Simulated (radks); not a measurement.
Species: Nb. Configuration: [Kr] 4d4 5s1 (the NIST ground configuration).

All-electron calculation, scalar-relativistic Kohn-Sham, PBE, spin-polarised, spherical densities, finite nucleus; open shells are filled with parallel spins first (spin-orbit coupling, left out, can overturn this in heavy ions); Fermi nuclear charge, rms radius 4.324 fm. Program: a radial shooting solver on a logarithmic mesh with Libxc functionals.

Energy parts (Ry):
part                        energy
total                  -7639.35451
kinetic                 7865.52598
electron-nucleus      -18406.05361
Hartree                 3138.78807
exchange-correlation    -237.61495

Orbitals (lengths in bohr, moments of r in powers of bohr; r(max) is where P^2 peaks):
\begin{tabular}{lrrrr}
orbital & occ. & eigenvalue (Ry) & r(max) & <r^2> \\ \hline
1s up & 1 & -1382.316 & 0.02349 & 0.001757 \\
1s down & 1 & -1382.316 & 0.02349 & 0.001757 \\
2s up & 1 & -193.3228 & 0.1332 & 0.02945 \\
2s down & 1 & -193.2995 & 0.1332 & 0.02944 \\
2p up & 3 & -172.6146 & 0.1064 & 0.02318 \\
2p down & 3 & -172.5974 & 0.1064 & 0.02318 \\
3s up & 1 & -32.22087 & 0.3956 & 0.2251 \\
3s down & 1 & -32.20786 & 0.3956 & 0.2251 \\
3p up & 3 & -25.45238 & 0.3893 & 0.2315 \\
3p down & 3 & -25.43790 & 0.3894 & 0.2314 \\
3d up & 5 & -14.39089 & 0.3345 & 0.2263 \\
3d down & 5 & -14.36876 & 0.3347 & 0.2260 \\
4s up & 1 & -4.31314 & 1.034 & 1.536 \\
4s down & 1 & -4.17066 & 1.029 & 1.512 \\
4p up & 3 & -2.56896 & 1.128 & 1.972 \\
4p down & 3 & -2.40450 & 1.119 & 1.933 \\
5s up & 1 & -0.32910 & 3.016 & 14.96 \\
4d up & 4 & -0.27292 & 1.510 & 5.970 \\
\end{tabular}

The highest occupied level is 4d up at -3.713 eV. Spin moment in Bohr magnetons: 5. Summed over all electrons, <r^2> = 57.91 bohr^2, which gives a Langevin (diamagnetic) susceptibility term of -45.9 x 10^-6 cm^3/mol. The density falls to 0.001 e/bohr^3 at r = 4.75 bohr. For comparison, the ionisation energy in NIST's Atomic Spectra Database is 6.759 eV (measured). In exact Kohn-Sham theory the highest level is minus the ionisation energy, but local and semilocal functionals leave it too shallow, through self-interaction and a potential that decays too fast; potentials with the right tail come closer.
